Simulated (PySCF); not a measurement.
A GIAO shielding run with PySCF 2.14 (density fitting, non-relativistic, gas phase) on `CC(=S)[SiH]1SCCS1`, C$_{4}$H$_{8}$S$_{3}$Si:

```
$ OMP_NUM_THREADS=1 python probes_run.py task.json out

{"job": {"kind": "nmr", "xc": "PBE0", "basis": "pcSseg-1"}, "charge": 0, "multiplicity": 1}
C     -2.422069     0.680412     0.993635
C     -2.121354     0.030421    -0.304735
S     -3.253872    -0.205261    -1.445591
Si    -0.370038    -0.546200    -0.708612
S      0.501451    -1.544765     0.977916
C      2.162369    -0.877277     0.639234
C      2.103377     0.618235     0.443685
S      1.016014     1.078593    -0.953879
H     -1.844226     1.602622     1.083122
H     -2.112116     0.025469     1.810028
H     -3.481710     0.908745     1.084706
H     -0.330472    -1.383356    -1.897102
H      2.556757    -1.379962    -0.243552
H      2.778520    -1.126765     1.502620
H      3.089113     1.016307     0.205064
H      1.720656     1.111726     1.337018
```

Hardware: 1 thread of an Intel Xeon, shared host. The job also computes population analyses, field gradients, ring-centre shieldings.

(1) How large is the calculation?

(2) How long does it take, and how much memory does it need?

Answers

(1) 94 electrons, 204 basis functions and 1152 auxiliary functions.

(2) 82 s of wall time, with 14 SCF cycles and 5 response iterations; peak memory 0.93 GiB. Times on a shared host scatter by some tens of per cent.
